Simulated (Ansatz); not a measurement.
Reaction (ligand exchange at a Zr–O bond): `[OH][Zr]([F])([SH])[Cl]` + HCl → `[F][Zr]([SH])([Cl])[Cl]` + H₂O

Gas-phase electronic energies from Ansatz, PBE0-D4/def2-TZVP geometries. CBS: MP2 limit from def2 TZ/QZ plus the TZ coupled-cluster correction, frozen cores. This one scheme is used for every species. def2 core potentials past Kr. For Zr outer-core shells are correlated without core-valence functions, which leaves a few kJ/mol of doubt a bond. One conformer a species, not always the lowest.

```csv
species,CCSD(T)/CBS(def2) energy (Eh)
`[OH][Zr]([F])([SH])[Cl]`,-1080.98754
HCl,-460.38127
`[F][Zr]([SH])([Cl])[Cl]`,-1464.99805
H₂O,-76.37941
```

(1) Work out ΔE.

Largest T1 diagnostic among the species: 0.017.

Answers

(1) ΔE = (-1464.99805) + (-76.37941) − (-1080.98754) − (-460.38127) = -0.00865 Eh = -22.7 kJ/mol.
